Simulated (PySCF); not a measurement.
hexa-1,2-dien-4-yne (C6H6), SMILES C=C=CC#CC. Atoms are numbered in the order given.

```xyz
12

C      2.9798     0.0097     0.6722
C      1.8412    -0.4524     0.2091
C      0.6939    -0.9332    -0.2644
C     -0.5552    -0.2489    -0.2364
C     -1.6491     0.3094    -0.2303
C     -2.9389     0.9824    -0.2166
H      3.2909    -0.1636     1.7180
H      3.6680     0.5938     0.0351
H      0.7072    -1.9454    -0.7170
H     -3.7366     0.3401    -0.6451
H     -2.9136     1.9220    -0.8087
H     -3.2462     1.2513     0.8165
```

Coordinates come from a PBE-D3(BJ)/def2-SVP optimisation.

These are TDDFT-CAM-B3LYP/def2-SVPD in PySCF 2.14.0 values and carry that method's errors.

Vertical excitations. Gas-phase values at a fixed geometry.

```json
[
 {"state": "S1", "energy (eV)": "5.21", "λ (nm)": "238", "f": "0.000", "main pairs": "HOMO→LUMO+1 75 %"},
 {"state": "S2", "energy (eV)": "5.39", "λ (nm)": "230", "f": "0.000", "main pairs": "HOMO−1→LUMO 91 %"},
 {"state": "S3", "energy (eV)": "5.49", "λ (nm)": "226", "f": "0.370", "main pairs": "HOMO→LUMO 83 %"},
 {"state": "S4", "energy (eV)": "5.70", "λ (nm)": "217", "f": "0.000", "main pairs": "HOMO−2→LUMO 91 %"},
 {"state": "S5", "energy (eV)": "6.17", "λ (nm)": "201", "f": "0.000", "main pairs": "HOMO→LUMO+4 40 %, HOMO→LUMO+5 18 %, HOMO→LUMO+2 17 %, HOMO→LUMO+3 9 %"},
 {"state": "S6", "energy (eV)": "6.38", "λ (nm)": "194", "f": "0.002", "main pairs": "HOMO→LUMO+2 57 %, HOMO→LUMO+5 21 %, HOMO→LUMO+1 13 %"},
 {"state": "S7", "energy (eV)": "6.99", "λ (nm)": "177", "f": "0.001", "main pairs": "HOMO→LUMO+3 81 %"},
 {"state": "S8", "energy (eV)": "6.99", "λ (nm)": "177", "f": "0.214", "main pairs": "HOMO−1→LUMO+1 76 %"},
 {"state": "S9", "energy (eV)": "7.25", "λ (nm)": "171", "f": "0.211", "main pairs": "HOMO−1→LUMO+2 64 %"},
 {"state": "S10", "energy (eV)": "7.47", "λ (nm)": "166", "f": "0.289", "main pairs": "HOMO−2→LUMO+1 73 %, HOMO−2→LUMO+3 18 %"},
 {"state": "T1", "energy (eV)": "3.45", "λ (nm)": "360", "f": "0", "main pairs": "HOMO→LUMO 91 %"},
 {"state": "T2", "energy (eV)": "4.63", "λ (nm)": "268", "f": "0", "main pairs": "HOMO−2→LUMO+1 64 %, HOMO−2→LUMO+2 20 %"},
 {"state": "T3", "energy (eV)": "4.89", "λ (nm)": "253", "f": "0", "main pairs": "HOMO→LUMO+1 59 %, HOMO−1→LUMO 15 %, HOMO→LUMO+2 10 %"},
 {"state": "T4", "energy (eV)": "5.09", "λ (nm)": "244", "f": "0", "main pairs": "HOMO−1→LUMO 66 %, HOMO→LUMO+1 11 %"}
]
```
Triplets are in the Tamm–Dancoff approximation, which puts them higher than full response would, so one can lie above its singlet here.
